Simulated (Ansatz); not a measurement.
`F[SiH]([SiH3])S` + HCl → `F[SiH]([SiH3])Cl` + H₂S at 400 K and 1 bar (ligand exchange at the Si–S bond).

Isolated molecules relaxed with PBE0-D4/def2-TZVP in Ansatz; ΔE leaves out vibrations. CCSD(T)/CBS adds triple-zeta CCSD(T) − MP2 to the extrapolated MP2 energy (def2 sets, frozen cores). This one scheme is used for every species. One conformer a species, not always the lowest.

| species | CCSD(T)/CBS energy (Eh) | H − E (kJ/mol) | S (J/(mol·K)) |
| --- | --- | --- | --- |
| `F[SiH]([SiH3])S` | -1078.81755 | 155.9 | 388.5 |
| HCl | -460.38127 | 29.6 | 195.4 |
| `F[SiH]([SiH3])Cl` | -1140.23962 | 131.5 | 375.5 |
| H₂S | -398.97279 | 53.4 | 215.9 |

H − E and S are ideal-gas, rigid-rotor, harmonic terms from PBE0-D4/def2-TZVP, for one conformer and one mirror image of each species. 1 Eh = 2625.50 kJ/mol, R = 8.31446 J/(mol·K).

By hand: ΔE, ΔH, ΔS and ΔG.

ΔE = (-1140.23962) + (-398.97279) − (-1078.81755) − (-460.38127) = -0.01359 Eh = -35.7 kJ/mol. Δ(H − E) = 131.5 + 53.4 − 155.9 − 29.6 = -0.6, so ΔH = -36.3 kJ/mol. ΔS = 375.5 + 215.9 − 388.5 − 195.4 = 7.5 J/(mol·K). ΔG = -36.3 − 400 × (7.5)/1000 = -39.3 kJ/mol.

By hand: the equilibrium constant, and the temperature at which ΔG would vanish if ΔH and ΔS stayed fixed.

log₁₀ K = −ΔG/(RT ln 10) = 5.1. ΔH and −TΔS have one sign here, so there is no such temperature.

The number of gas molecules stays the same, so ΔS is small and ΔH decides. A doubt of 5 kJ/mol in ΔE shifts log₁₀ K by 0.7 here. Other conformers and mirror images would add mixing entropy, several J/(mol·K) or more a flexible species. These are equilibria of isolated gas molecules and say nothing of rates. Largest T1 diagnostic: 0.013 (customary marks: 0.02 for closed shells, 0.045 for open ones).

ΔS is within the doubt of such terms, so its sign, and with it that verdict, could turn.
